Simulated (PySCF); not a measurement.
Si(H)2(I)(Me) (CH5ISi), SMILES C[SiH2]I.

Geometry: B3LYP-D3(BJ)/def2-SVP. The def2 effective core potentials stand for the cores of I; spin–orbit coupling is left out.

All values below come from PySCF with B3LYP-D3(BJ)/def2-SVP.

Frequencies are harmonic and unscaled.

Computed harmonic wavenumbers and intensities:
```tsv
mode	ν (cm⁻¹)	IR (km/mol)	moving atoms (share of kinetic energy)
1	161	0.7	C 45 %, H 27 %, Si 17 %, I 11 %
2	172	0.0	H 96 %
3	342	28.1	Si 72 %, I 19 %, H 8 %
4	477	8.0	H 91 %, Si 9 %
5	632	1.7	H 96 %
6	681	0.5	H 55 %, C 34 %, Si 11 %
7	733	65.0	H 53 %, C 25 %, Si 23 %
8	888	37.0	H 77 %, C 18 %
9	891	338.4	H 81 %, C 10 %, Si 8 %
10	953	98.2	H 95 %
11	1271	14.7	H 79 %, C 21 %
12	1427	6.2	H 96 %
13	1434	1.7	H 96 %
14	2234	91.1	H 98 %
15	2241	103.1	H 96 %
16	3032	1.8	H 97 %
17	3125	1.6	H 91 %, C 9 %
18	3141	1.0	H 91 %, C 9 %
```
